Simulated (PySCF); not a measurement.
Choosing a molecule for a target property.

Each SMILES stands for a single optimised conformer of the isolated species (atoms past krypton carry core potentials, spin–orbit coupling is left out). Electronic properties by PySCF.

Dipoles, sizes and rotational constants follow the conformer. The torsions of the flexible species, by atom-mapped SMILES:
- `[NH2:1][SiH2:2][B:3]([OH:4])[OH:5]`: N1–Si2–B3–O4 99°, H–N1–Si2–B3 -53°, H–N1–Si2–B3 173°, H–O4–B3–Si2 -178°, H–O5–B3–Si2 -1°
- `[O:1]=[CH:2][CH:3]([F:4])[F:5]`: O1–C2–C3–F4 -120°
- `[N:1]#[C:2][CH2:3][CH:4]=[C:5]=[S:6]`: C2–C3–C4–C5 -114°
- `[CH3:1][CH2:2][B:3]([NH2:4])[CH2:5][CH3:6]`: C1–C2–B3–N4 85°, C2–B3–C5–C6 45°, H–N4–B3–C2 -177°, H–N4–B3–C2 3°
- `[O+:1]#[C:2][CH2:3][CH:4]([F:5])[F:6]`: C2–C3–C4–F5 47°

Question: Wanted: vertical ionisation energy above 9.6 eV (ΔSCF PBE0/def2-SVPD) and dipole moment below 0.8 D (PBE0/def2-SVPD), at PBE0-D3(BJ)/def2-SVP geometries. Which candidate meets both?
A. `C(C)B(CC)N`
B. `N#CCC=C=S`
C. `O=CC(F)F`
D. `N[SiH2]B(O)O`

Answer: C. Computed values:
| species | vertical ionisation energy | dipole moment |
| --- | --- | --- |
| N#CCC=C=S | 9.05 eV | 3.46 D |
| N[SiH2]B(O)O | 9.44 eV | 1.06 D |
| C(C)B(CC)N | 9.69 eV | 1.34 D |
| O=CC(F)F | 11.05 eV | 0.55 D |

Question: Wanted: lowest singlet excitation between 3 eV and 4.3 eV (TDDFT PBE0/def2-SVPD) and HOMO–LUMO gap below 7 eV (PBE0/def2-SVPD), at PBE0-D3(BJ)/def2-SVP geometries. Which candidate meets both?
A. `N#CCC=C=S`
B. `CCB(N)CC`
C. `[CH3][InH][CH3]`
D. `O=CC(F)F`
E. `[O+]#CCC(F)F`
F. `B([SiH2]N)(O)O`
G. `N#CC1=CC=CS1`

Answer: D. Computed values:
| species | lowest singlet excitation | HOMO–LUMO gap |
| --- | --- | --- |
| N#CCC=C=S | 2.42 eV | 4.22 eV |
| O=CC(F)F | 4.05 eV | 6.46 eV |
| [CH3][InH][CH3] | 4.63 eV | 6.03 eV |
| N#CC1=CC=CS1 | 5.11 eV | 5.68 eV |
| B([SiH2]N)(O)O | 5.47 eV | 6.88 eV |
| [O+]#CCC(F)F | 6.04 eV | 7.19 eV |
| CCB(N)CC | 6.86 eV | 8.08 eV |

Question: Wanted: lowest triplet excitation (Tamm–Dancoff) between 4.7 eV and 6 eV (TDA PBE0/def2-SVPD) and smallest rotational constant above 1.4 GHz (PBE0-D3(BJ)/def2-SVP), at PBE0-D3(BJ)/def2-SVP geometries. Which candidate meets both?
A. `N[SiH2]B(O)O`
B. `CCB(N)CC`
C. `C(C=C=S)C#N`
D. `[CH3][InH][CH3]`

Answer: A. Computed values:
| species | lowest triplet excitation (Tamm–Dancoff) | smallest rotational constant |
| --- | --- | --- |
| C(C=C=S)C#N | 2.05 eV | 1.054 GHz |
| [CH3][InH][CH3] | 4.38 eV | 3.330 GHz |
| N[SiH2]B(O)O | 5.00 eV | 1.997 GHz |
| CCB(N)CC | 6.39 eV | 1.802 GHz |

Question: Wanted: static isotropic polarisability between 70 au and 78 au (PBE0/def2-SVPD) and HOMO energy below -7.2 eV (PBE0/def2-SVPD), at PBE0-D3(BJ)/def2-SVP geometries. Which candidate meets both?
A. `N[SiH2]B(O)O`
B. `C(C#N)C=C=S`
C. `O=CC(F)F`
D. `s1cccc1C#N`
E. `[O+]#CCC(F)F`
F. `NB(CC)CC`

Answer: F. Computed values:
| species | static isotropic polarisability | HOMO energy |
| --- | --- | --- |
| O=CC(F)F | 30.4 au | -8.47 eV |
| [O+]#CCC(F)F | 36.4 au | -15.82 eV |
| N[SiH2]B(O)O | 59.7 au | -7.30 eV |
| NB(CC)CC | 73.2 au | -7.79 eV |
| C(C#N)C=C=S | 75.3 au | -7.00 eV |
| s1cccc1C#N | 79.9 au | -7.56 eV |
